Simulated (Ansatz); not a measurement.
**Worked example: CH8O2Si2 → SiH2(CH3) + SiH(OH)2**

Species: CH8O2Si2 `C[SiH2][SiH](O)O`, singlet; SiH2(CH3), doublet; SiH(OH)2, doublet. 

Shapes, held fixed at every level: PBE0-D4/def2-TZVP. Flexible molecules stand in one conformer, not always the lowest. Programs: Ansatz 0.2.0. Electronic energies: no zero-point or thermal term.

At CCSD(T)/CBS estimate; 1 Eh = 2625.50 kJ/mol:

```
  species  energy (Eh)
 CH8O2Si2  -771.479798
SiH2(CH3)  -330.082882
 SiH(OH)2  -441.268556
```

Q: Work out ΔE of the reaction at this level.

A: 
1. Products less reactants: (-330.082882) + (-441.268556) − [(-771.479798)] = 0.128360 Eh = +337.0 kJ/mol.

Other levels give +304.6 (r2SCAN-D4/def2-TZVPP) to +339.5 kJ/mol (wB97X-V/def2-TZVPP). No measured value is set beside it here. Open shells run unrestricted unless RO is named. The CBS estimate extrapolates MP2 from def2-TZVPP and def2-QZVPP and adds CCSD(T) − MP2 in the triple-zeta set, cores frozen.
